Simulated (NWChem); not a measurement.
Program: NWChem. System: H$_{5}$PSi, charge 1, spin multiplicity 2, at the geometry of a parent with another charge or spin, in a state set for the comparison that need not be this species' ground state. Its SCF solution wasn't tested for a lower state. Level: UHF/def2-TZVP.

NWChem printed:

```
             Northwest Computational Chemistry Package (NWChem) 7.3.0
             --------------------------------------------------------

                                NWChem Input Module
                                -------------------

 Scaling coordinates for geometry "geometry" by  1.889725989
 (inverse scale =  0.529177249)

                             Geometry "geometry" -> ""
                             -------------------------

 Output coordinates in angstroms (scale by  1.889725989 to convert to a.u.)

  No.       Tag          Charge          X              Y              Z
 ---- ---------------- ---------- -------------- -------------- --------------
    1 Si                  14.0000    -1.07503000     0.09551800     0.22413800
    2 P                   15.0000     1.12904300    -0.07721200    -0.34904000
    3 H                    1.0000    -1.85163500    -0.88689700    -0.60959100
    4 H                    1.0000    -1.53612800     1.48689000    -0.11478600
    5 H                    1.0000    -1.35934100    -0.17003900     1.67892000
    6 H                    1.0000     1.29807600    -1.31895000     0.36465300
    7 H                    1.0000     1.56379500     0.70992400     0.77847700

 Effective nuclear repulsion energy (a.u.)      89.2003269360

            Nuclear Dipole moment (a.u.)
            ----------------------------
        X                 Y               Z
 ---------------- ---------------- ----------------
    -0.0000151178     0.0000000000     0.0000094486


 Summary of "ao basis" -> "" (spherical)
 ------------------------------------------------------------------------------
       Tag                 Description            Shells   Functions and Types
 ---------------- ------------------------------  ------  ---------------------
 *                         def2-tzvp                  on all atoms

 Summary of "ao basis" -> "ao basis" (spherical)
 ------------------------------------------------------------------------------
       Tag                 Description            Shells   Functions and Types
 ---------------- ------------------------------  ------  ---------------------
 Si                        def2-tzvp                13       37   5s5p2d1f
 P                         def2-tzvp                13       37   5s5p2d1f
 H                         def2-tzvp                 4        6   3s1p

                                 NWChem SCF Module
                                 -----------------

  ao basis        = "ao basis"
  functions       =   104
  atoms           =     7
  alpha electrons =    17
  beta  electrons =    16
  charge          =   1.00
  wavefunction    = UHF
  use symmetry    = F
  symmetry adapt  = F

 Summary of "ao basis" -> "ao basis" (spherical)
 ------------------------------------------------------------------------------
       Tag                 Description            Shells   Functions and Types
 ---------------- ------------------------------  ------  ---------------------
 Si                        def2-tzvp                13       37   5s5p2d1f
 P                         def2-tzvp                13       37   5s5p2d1f
 H                         def2-tzvp                 4        6   3s1p

 Forming initial guess at       0.1s

 Starting SCF solution at       0.1s

 ----------------------------------------------
         Quadratically convergent UHF

 Convergence threshold     :          1.000E-07
 Maximum no. of iterations :          100
 Integral*density screening:          1.000E-09
 ----------------------------------------------

              iter       energy          gnorm     gmax       time
             ----- ------------------- --------- --------- --------
                 1     -632.2473069640  6.73D-01  2.25D-01      1.7
                 2     -632.2665376166  8.12D-02  1.38D-02      1.9
                 3     -632.2687816131  5.22D-03  1.15D-03      2.4
                 4     -632.2688018606  2.89D-05  6.07D-06      3.8
                 5     -632.2688018609  3.22D-09  7.76D-10      5.7

       Final UHF  results
       ------------------

         Total SCF energy =   -632.268801860905
      One electron energy =  -1044.819326060743
[...]
    53      0.216015  2 P  py                19     -0.163580  1 Si py
   100     -0.154298  7 H  s                 94      0.153102  6 H  s

 Vector   20  Occ=0.000000D+00  E=-7.746017D-02
              MO Center=  2.5D-01, -7.4D-02,  2.0D-01, r^2= 7.0D+00
   Bfn.  Coefficient  Atom+Function         Bfn.  Coefficient  Atom+Function
  ----- ------------  ---------------      ----- ------------  ---------------
    42      1.763005  2 P  s                 18     -1.059301  1 Si px
    57      0.774593  2 P  pz                95     -0.755939  6 H  s
   101     -0.754592  7 H  s                  5     -0.441349  1 Si s
    55     -0.415552  2 P  px                83     -0.263110  4 H  s
    77     -0.261030  3 H  s                 15     -0.247936  1 Si px

                     UHF Final Beta Molecular Orbital Analysis
                     -----------------------------------------

 Vector   14  Occ=1.000000D+00  E=-7.031514D-01
              MO Center= -1.3D-01, -6.0D-02,  3.7D-01, r^2= 3.0D+00
   Bfn.  Coefficient  Atom+Function         Bfn.  Coefficient  Atom+Function
  ----- ------------  ---------------      ----- ------------  ---------------
    52      0.264337  2 P  px                17      0.240160  1 Si pz
    88      0.192782  5 H  s                 54      0.183348  2 P  pz
    41     -0.172745  2 P  s

 Vector   15  Occ=1.000000D+00  E=-6.704411D-01
              MO Center= -1.4D+00,  2.2D-01, -1.6D-01, r^2= 2.4D+00
   Bfn.  Coefficient  Atom+Function         Bfn.  Coefficient  Atom+Function
  ----- ------------  ---------------      ----- ------------  ---------------
    16      0.333884  1 Si py                76     -0.221963  3 H  s
    82      0.222942  4 H  s

 Vector   16  Occ=1.000000D+00  E=-6.613182D-01
              MO Center= -8.2D-01,  5.8D-02,  2.2D-01, r^2= 3.2D+00
   Bfn.  Coefficient  Atom+Function         Bfn.  Coefficient  Atom+Function
  ----- ------------  ---------------      ----- ------------  ---------------
    17      0.242134  1 Si pz                52     -0.209836  2 P  px
    15      0.185021  1 Si px                88      0.168380  5 H  s
    76     -0.153039  3 H  s                 82     -0.151545  4 H  s

 Vector   17  Occ=0.000000D+00  E=-2.840108D-01
              MO Center=  9.0D-01, -4.5D-02, -3.6D-01, r^2= 2.9D+00
   Bfn.  Coefficient  Atom+Function         Bfn.  Coefficient  Atom+Function
  ----- ------------  ---------------      ----- ------------  ---------------
    57      0.329985  2 P  pz                42     -0.283907  2 P  s
    54      0.260279  2 P  pz                41     -0.249330  2 P  s
    55     -0.218660  2 P  px                52     -0.193851  2 P  px
    15      0.162998  1 Si px                40      0.160564  2 P  s

 Vector   18  Occ=0.000000D+00  E=-8.083481D-02
              MO Center=  9.3D-01, -6.9D-02, -2.6D-01, r^2= 3.7D+00
   Bfn.  Coefficient  Atom+Function         Bfn.  Coefficient  Atom+Function
  ----- ------------  ---------------      ----- ------------  ---------------
    56      1.081138  2 P  py                95      0.951624  6 H  s
   101     -0.951559  7 H  s                 57      0.222523  2 P  pz
    53      0.189347  2 P  py

 Vector   19  Occ=0.000000D+00  E=-7.006694D-02
              MO Center=  4.4D-01, -8.1D-02,  1.1D-01, r^2= 6.8D+00
   Bfn.  Coefficient  Atom+Function         Bfn.  Coefficient  Atom+Function
  ----- ------------  ---------------      ----- ------------  ---------------
    42      1.784040  2 P  s                 18     -0.917685  1 Si px
    95     -0.906437  6 H  s                101     -0.905202  7 H  s
    57      0.850837  2 P  pz                89     -0.364696  5 H  s
    83     -0.313170  4 H  s                 77     -0.310529  3 H  s
    40     -0.175724  2 P  s                 55     -0.172578  2 P  px

 center of mass
 --------------
 x =   0.08843798 y =   0.00296147 z =  -0.07165271

 moments of inertia (a.u.)
 ------------------
          52.892291268108          23.562606523446          64.688611572963
          23.562606523446         330.662363099142          -5.695571296107
          64.688611572963          -5.695571296107         318.844108931458

  Mulliken analysis of the total density
  --------------------------------------

    Atom       Charge   Shell Charges
 -----------   ------   -------------------------------------------------------
    1 Si  14    13.80   2.00  0.58  1.39  0.85  0.46  4.12  1.73  0.50  1.50  0.34  0.12  0.18  0.02
    2 P   15    14.77   2.01  0.53  1.44  1.01  0.64  4.17  1.70  0.66  1.89  0.54  0.06  0.13  0.01
    3 H    1     0.94   0.23  0.54  0.16  0.01
    4 H    1     0.94   0.23  0.54  0.16  0.01
    5 H    1     0.91   0.22  0.53  0.14  0.01
    6 H    1     0.82   0.22  0.49  0.09  0.02
    7 H    1     0.82   0.22  0.49  0.09  0.02

  Mulliken analysis of the alpha density
  --------------------------------------

    Atom       Charge   Shell Charges
 -----------   ------   -------------------------------------------------------
    1 Si  14     6.95   1.00  0.29  0.70  0.43  0.23  2.06  0.86  0.26  0.78  0.17  0.06  0.10  0.01
    2 P   15     7.82   1.00  0.27  0.72  0.55  0.34  2.10  0.84  0.39  1.19  0.34  0.03  0.06  0.01
    3 H    1     0.47   0.11  0.27  0.08  0.01
    4 H    1     0.47   0.11  0.27  0.08  0.01
    5 H    1     0.48   0.12  0.28  0.08  0.01
    6 H    1     0.40   0.11  0.24  0.04  0.01
    7 H    1     0.40   0.11  0.24  0.04  0.01

   Mulliken analysis of the beta density
   -------------------------------------

    Atom       Charge   Shell Charges
 -----------   ------   -------------------------------------------------------
    1 Si  14     6.85   1.00  0.29  0.70  0.42  0.23  2.06  0.87  0.24  0.72  0.17  0.05  0.09  0.01
    2 P   15     6.95   1.00  0.26  0.72  0.47  0.30  2.07  0.86  0.27  0.70  0.20  0.03  0.06  0.00
    3 H    1     0.47   0.11  0.27  0.08  0.01
    4 H    1     0.47   0.11  0.27  0.08  0.01
    5 H    1     0.43   0.10  0.25  0.07  0.01
    6 H    1     0.41   0.11  0.25  0.05  0.01
    7 H    1     0.41   0.11  0.25  0.05  0.01

   Mulliken analysis of the spin density
   -------------------------------------

    Atom       Charge   Shell Charges
 -----------   ------   -------------------------------------------------------
    1 Si  14     0.09   0.00  0.00 -0.00  0.00 -0.01  0.00 -0.00  0.02  0.07 -0.00  0.01  0.01  0.00
    2 P   15     0.87   0.00  0.00 -0.00  0.08  0.05  0.02 -0.02  0.13  0.48  0.13 -0.00 -0.00  0.00
    3 H    1    -0.00  -0.00 -0.00 -0.00  0.00
    4 H    1    -0.00  -0.00 -0.00 -0.00  0.00
    5 H    1     0.06   0.01  0.04  0.01  0.00
    6 H    1    -0.01  -0.00 -0.00 -0.01  0.00
    7 H    1    -0.01  -0.00 -0.00 -0.01  0.00

       Multipole analysis of the density wrt the origin
       ------------------------------------------------

     L   x y z        total         alpha         beta         nuclear
     -   - - -        -----         -----         ----         -------
     0   0 0 0      1.000000    -17.000000    -16.000000     34.000000

     1   1 0 0      0.976950     -0.552986      1.529950     -0.000015
     1   0 1 0     -0.121139     -0.014539     -0.106600      0.000000
     1   0 0 1     -0.037576      0.426831     -0.464416      0.000009

     2   2 0 0    -12.802041    -94.508403    -86.373743    168.080105
     2   1 1 0     -0.399090      6.551057      6.469361    -13.419508
     2   1 0 1     -1.710356     16.587702     12.309612    -30.607669
     2   0 2 0    -18.463142    -19.470141    -18.587858     19.594857
     2   0 1 1      0.116007     -1.460882     -1.494829      3.071719
     2   0 0 2    -17.967527    -22.429706    -18.654432     23.116611

 Task  times  cpu:        5.7s     wall:        5.7s

 Total times  cpu:        5.7s     wall:        5.7s
```

### Question
Write an NWChem input that would produce this output.

### Answer
Several could match; the one computed here: 
```
start mol
memory heap 200 mb stack 900 mb global 1100 mb
charge 1
geometry units angstroms nocenter noautoz noautosym
  Si    -1.075030     0.095518     0.224138
  P      1.129043    -0.077212    -0.349040
  H     -1.851635    -0.886897    -0.609591
  H     -1.536128     1.486890    -0.114786
  H     -1.359341    -0.170039     1.678920
  H      1.298076    -1.318950     0.364653
  H      1.563795     0.709924     0.778477
end
basis spherical
  * library def2-tzvp
end
scf
  uhf
  nopen 1
  maxiter 100
  thresh 1e-7
  semidirect memsize 60000000 filesize 0
  # guess.movecs holds the orbitals of an unrestricted PBE0 run
  vectors input guess.movecs output mol.movecs
end
task scf energy
```
